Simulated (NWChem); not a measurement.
Correlation energy of HB

```xyz
2

B      0.0000     0.0000     0.2087
H      0.0000     0.0000    -1.0435
```
Charge 0, spin multiplicity 1.

All runs are NWChem calculations. All single points use one geometry, from PBE0/def2-SVP, a minimum by its harmonic frequencies.

Basis set: def2-QZVP. Each correlation energy counts from its own Hartree-Fock reference.

The correlated methods keep 1 core orbital frozen. The structure started from a generated list of species. Coupled-cluster values serve here as a point of comparison, not as the truth.

### Question
For the correlation energy, MP2 gives -77.9 mHa and SCS-MP2 gives -89.1 mHa. What do CR-CCSD[T], CR-CCSD(T), CCSD give?

### Answer
CR-CCSD[T]: -103.5 mHa; CR-CCSD(T): -103.5 mHa; CCSD: -101.5 mHa.
